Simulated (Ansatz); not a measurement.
```yaml
crystal:
  periodic: [false, false, false]
  atoms:
    - {symbol: C, position_ang: [0.348551, 1.578102, -0.438084]}
    - {symbol: O, position_ang: [-0.487443, 0.544596, 0.033373]}
    - {symbol: Si, position_ang: [-0.083389, -1.039459, -0.082183]}
    - {symbol: S, position_ang: [-1.466120, -2.215746, 1.012027]}
    - {symbol: H, position_ang: [-0.058127, 2.529005, -0.091002]}
    - {symbol: H, position_ang: [1.371649, 1.477137, -0.056959]}
    - {symbol: H, position_ang: [0.383616, 1.593897, -1.532935]}
    - {symbol: H, position_ang: [1.303040, -1.214805, 0.428119]}
    - {symbol: H, position_ang: [-0.176071, -1.534847, -1.479650]}
    - {symbol: H, position_ang: [-1.052608, -1.769077, 2.210194]}
basis:
  gaussian: {orbitals: pcseg-2, nuclear_model: gaussian}
hamiltonian: {xc: {name: SVWN5}}
scf: {max_iter: 3}
output: {forces: true}
```

```sh
$ ansatz run in.yaml --threads 2 --pin off --events-out ev --progress --plain --max-ram 22528MiB --backend cpu
```

Shortened log:

```
Error: invalid value for `basis.gaussian`: such a run doesn't read scf.max_iter; remove what it names
```

**Question.** Something in this input is off. What?

**Answer.** The input holds a key that doesn't belong there. The input was rejected before any iteration.
